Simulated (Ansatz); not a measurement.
`CO[Si](F)(S)Cl` + CH₃NH₂ → `CN[Si](F)(Cl)OC` + H₂S  (ligand exchange at the Si–S bond)

Isolated molecules relaxed with PBE0-D4/def2-TZVP in Ansatz; ΔE leaves out vibrations. CCSD(T)/CBS adds triple-zeta CCSD(T) − MP2 to the extrapolated MP2 energy (def2 sets, frozen cores). This one scheme is used for every species. DFT in def2-TZVPP. Each species was taken in one conformer, which may not be the lowest.

(1) Is it downhill or uphill in electronic energy at CCSD(T)/CBS, and by how much? (Best estimate.)

(2) What do these levels give: PBE-D4, PBE0-D4, SCS-MP2/def2-TZVPP, MP2/def2-QZVPP, SCS-MP2/def2-QZVPP, MP2/CBS(def2)? (An estimate is asked.)

Largest T1 diagnostic among the species: 0.011.

## Answers

(1) The calculation gave: Downhill: ΔE = -0.16 eV.

(2) Computed: PBE-D4 -0.05, PBE0-D4 -0.10, SCS-MP2/def2-TZVPP -0.18, MP2/def2-QZVPP -0.14, SCS-MP2/def2-QZVPP -0.16, MP2/CBS(def2) -0.12 eV.

From PBE to PBE0 (25 % exact exchange), in def2-TZVPP and without D4, ΔE moves by −0.04 eV. In def2-TZVPP, CCSD(T) changes the Hartree–Fock value by +0.05 eV (the triples alone add +0.02 eV) and MP2 by +0.08 eV.
